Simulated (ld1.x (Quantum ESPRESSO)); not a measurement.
## An all-electron radial function and its pseudo partner (chromium)

Columns: radius, all-electron u(r) and pseudo u(r) of the 3d shell (level -15.97 eV) of chromium in the configuration [Ar] 3d4.5 4s0 4p0; PW91, scalar-relativistic, PAW scheme, ld1.x (Quantum ESPRESSO) 7.5.

```json
{"r (bohr)": "0.145", "all-electron": "0.1093", "pseudo": "0.0067"}
{"r (bohr)": "0.290", "all-electron": "0.3775", "pseudo": "0.0495"}
{"r (bohr)": "0.435", "all-electron": "0.6164", "pseudo": "0.1481"}
{"r (bohr)": "0.580", "all-electron": "0.7674", "pseudo": "0.2960"}
{"r (bohr)": "0.725", "all-electron": "0.8370", "pseudo": "0.4638"}
{"r (bohr)": "0.870", "all-electron": "0.8480", "pseudo": "0.6121"}
{"r (bohr)": "1.015", "all-electron": "0.8234", "pseudo": "0.7088"}
{"r (bohr)": "1.160", "all-electron": "0.7799", "pseudo": "0.7418"}
{"r (bohr)": "1.305", "all-electron": "0.7275", "pseudo": "0.7214"}
{"r (bohr)": "1.450", "all-electron": "0.6719", "pseudo": "0.6721"}
{"r (bohr)": "1.595", "all-electron": "0.6165", "pseudo": "0.6165"}
{"r (bohr)": "1.740", "all-electron": "0.5628", "pseudo": "0.5628"}
{"r (bohr)": "1.885", "all-electron": "0.5119", "pseudo": "0.5119"}
{"r (bohr)": "2.030", "all-electron": "0.4643", "pseudo": "0.4643"}
{"r (bohr)": "2.175", "all-electron": "0.4200", "pseudo": "0.4200"}
{"r (bohr)": "2.320", "all-electron": "0.3792", "pseudo": "0.3792"}
{"r (bohr)": "2.465", "all-electron": "0.3417", "pseudo": "0.3417"}
{"r (bohr)": "2.610", "all-electron": "0.3074", "pseudo": "0.3074"}
{"r (bohr)": "2.755", "all-electron": "0.2761", "pseudo": "0.2761"}
{"r (bohr)": "2.900", "all-electron": "0.2478", "pseudo": "0.2478"}
{"r (bohr)": "3.045", "all-electron": "0.2221", "pseudo": "0.2221"}
{"r (bohr)": "3.190", "all-electron": "0.1989", "pseudo": "0.1989"}
{"r (bohr)": "3.335", "all-electron": "0.1780", "pseudo": "0.1780"}
{"r (bohr)": "3.480", "all-electron": "0.1591", "pseudo": "0.1591"}
{"r (bohr)": "3.625", "all-electron": "0.1423", "pseudo": "0.1423"}
{"r (bohr)": "3.770", "all-electron": "0.1271", "pseudo": "0.1271"}
```

(1) How many radial nodes do the two functions have?

(2) At about which radius was the pseudo-wave matched?

(3) Where does each function peak?

(4) Is the pseudo-wave norm-conserving?

Answers

(1) The all-electron 3d function has n − l − 1 = 0; the pseudo-wave has 0.

(2) 1.60 bohr. The columns agree to 0.0005 from 1.45 bohr on; several derivatives are matched, so the curves merge somewhat inside the radius.

(3) Outermost all-electron maximum near 0.87 bohr, pseudo maximum near 1.16 bohr (to the table’s step).

(4) No, it belongs to a PAW set: the norm inside the radius is not constrained, and the difference is carried by the augmentation charge.
